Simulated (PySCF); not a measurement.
H₃InOSe₂. Atoms are numbered in the order given.

```xyz
7

In     0.5089     0.0050     0.0000
O      2.5136     0.1092     0.0000
H      2.9364    -0.7611     0.0000
Se    -0.7203    -2.2203     0.0000
H      0.5530    -2.9699     0.0000
Se    -0.6491     2.2502     0.0000
H     -1.9758     1.6003     0.0000
```

Coordinates come from a B3LYP-D3(BJ)/def2-SVP optimisation. The structure was generated by enumeration; whether it is a known compound was not checked. The def2 effective core potentials stand for the cores of In; spin–orbit coupling is left out. The values are those of a single conformer.

Computed with PBE/def2-TZVP (PySCF).

Gas-phase values at a fixed geometry.

```
Quantity                                                                                                         Value
---------------------------------------------------------------------------------------------  -----------------------
total energy                                                                                       -5069.60433 hartree
point group                                                                                                         Cs
highest occupied level                                                                                        -6.11 eV
lowest empty level                                                                                            -2.91 eV
orbital gap                                                                                                    3.20 eV
dipole moment                                                                                                   1.59 D
quadrupole, principal values (traceless, Buckingham form, about the centre of nuclear charge)  -9.19, -1.64, 10.84 D·Å
mean static polarisability                                                                      103.1 bohr³ (15.29 Å³)
polarisability, principal values                                                               69.2, 98.7, 141.5 bohr³
```
